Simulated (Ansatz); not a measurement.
`O=CB(S)Cl` + H–F → `FB(S)Cl` + `C=O` at 600 K and 1 bar (ligand exchange at a B–C bond).

Isolated molecules relaxed with PBE0-D4/def2-TZVP in Ansatz; ΔE leaves out vibrations. CCSD(T)/CBS adds triple-zeta CCSD(T) − MP2 to the extrapolated MP2 energy (def2 sets, frozen cores). This one scheme is used for every species. Each species was taken in one conformer, which may not be the lowest.

```tsv
species	CCSD(T)/CBS energy (Eh)	H − E (kJ/mol)	S (J/(mol·K))
`O=CB(S)Cl`	-996.81887	138.6	407.2
H–F	-100.39570	42.3	194.0
`FB(S)Cl`	-982.86970	85.6	354.3
`C=O`	-114.39408	92.5	246.7
```

H − E and S are ideal-gas, rigid-rotor, harmonic terms from PBE0-D4/def2-TZVP, for one conformer and one mirror image of each species. 1 Eh = 2625.50 kJ/mol, R = 8.31446 J/(mol·K).

By hand: ΔE, ΔH, ΔS and ΔG.

ΔE = (-982.86970) + (-114.39408) − (-996.81887) − (-100.39570) = -0.04921 Eh = -129.2 kJ/mol. Δ(H − E) = 85.6 + 92.5 − 138.6 − 42.3 = -2.8, so ΔH = -132.0 kJ/mol. ΔS = 354.3 + 246.7 − 407.2 − 194.0 = -0.2 J/(mol·K). ΔG = -132.0 − 600 × (-0.2)/1000 = -131.9 kJ/mol.

By hand: the equilibrium constant, and the temperature at which ΔG would vanish if ΔH and ΔS stayed fixed.

log₁₀ K = −ΔG/(RT ln 10) = 11.5. ΔG = 0 at ΔH/ΔS = 660000 K, far beyond where these terms or the molecules hold.

The number of gas molecules stays the same, so ΔS is small and ΔH decides. A doubt of 5 kJ/mol in ΔE shifts log₁₀ K by 0.4 here. Other conformers and mirror images would add mixing entropy, several J/(mol·K) or more a flexible species. Modes under 60 cm⁻¹, often nearly free rotors, make the harmonic entropy too high. These are equilibria of isolated gas molecules and say nothing of rates. Largest T1 diagnostic: 0.015 (customary marks: 0.02 for closed shells, 0.045 for open ones).
